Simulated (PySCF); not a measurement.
C3H9Sb, SMILES [CH3][Sb]([CH3])[CH3] (connectivity only; charge and spin as stated), charge +1, multiplicity 2. The structure is a stationary point at r2SCAN-D4/def2-SVP. The multiplicity is an assumed one; no other spin state was optimised. The isomer is the one that the SMILES or the coordinates give; other isomers of the formula were not compared. The def2 effective core potentials stand for the cores of Sb; spin–orbit coupling is left out.

Computed with r2SCAN-D4/def2-SVP run with PySCF 2.14.0.

Harmonic wavenumbers (cm⁻¹): 86, 93, 93, 138, 140, 140, 498, 531, 531, 724, 724, 739, 856, 857, 857, 1201, 1201, 1235, 1385, 1398, 1399, 1412, 1412, 1429, 3046, 3046, 3048, 3178, 3178, 3181, 3207, 3207, 3207. Rotational constants (GHz): 4.086, 4.086, 2.522; symmetry number 3.

**Question.** Work out the zero-point energy and the ideal-gas rigid-rotor harmonic-oscillator thermochemistry at 298.15 K and 1 atm.

**Answer.** ZPE = ½ Σ hcν = ½ × 47380 cm⁻¹ = 67.73 kcal/mol. H − E(el) = 73.53 kcal/mol. Entropy in cal/(mol K): translation 41.24, rotation 24.25, vibration 22.75, spin 1.38, total 89.62. G − E(el) = 46.81 kcal/mol. Cp = 28.40 cal/(mol K). Modes under 150 cm⁻¹ make the vibrational entropy uncertain.
